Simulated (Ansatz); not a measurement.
**A family of molecules: the HOMO–LUMO gap**

One atom is swapped for its congeners: CH4S `CS`; SiH3(SH) (sulfanylsilane); GeH3(SH); SnH3(SH). All are singlets with charge 0.

Shapes, held fixed at every level: PBE0-D4/def2-TZVP. Programs: Ansatz 0.2.0. Values in eV.

| level | CH4S | SiH3(SH) | SnH3(SH) |
| --- | --- | --- | --- |
| PBE-D4/def2-TZVPP | 5.11 | 5.53 | 4.63 |
| r2SCAN-D4/def2-TZVPP | 5.80 | 6.27 | 5.22 |
| B3LYP-D4/def2-TZVPP | 6.75 | 7.11 | 6.16 |
| BHLYP-D4/def2-TZVPP | 9.22 | 9.49 | 8.51 |
| r2SCAN0-D4/def2-TZVPP | 7.78 | 8.07 | 7.05 |
| wB97X-V/def2-TZVPP | 11.77 | 11.97 | 10.91 |
| wB97M-V/def2-TZVPP | 11.27 | 11.47 | 10.44 |

Task: Estimate the column for GeH3(SH) from its neighbours.

Result: The mean of the neighbours at wB97M-V/def2-TZVPP is 10.96 eV, against 11.37 from the run: the member lies nearer Si. All rows: PBE-D4/def2-TZVPP 5.18; r2SCAN-D4/def2-TZVPP 5.78; B3LYP-D4/def2-TZVPP 6.80; BHLYP-D4/def2-TZVPP 9.32; r2SCAN0-D4/def2-TZVPP 7.70; wB97X-V/def2-TZVPP 11.77; wB97M-V/def2-TZVPP 11.37 eV. At wB97M-V/def2-TZVPP the HOMO–LUMO gap isn't monotonic: it is largest for Si and smallest for Sn (11.47 and 10.44 eV). 5 of 7 levels show this order throughout; 7 agree on the largest and the smallest. For atoms past krypton def2 sets carry core potentials with scalar relativity. Relativity is left out for Ge unless named. Orbital gaps aren't excitation energies, and the LUMO depends on the basis.
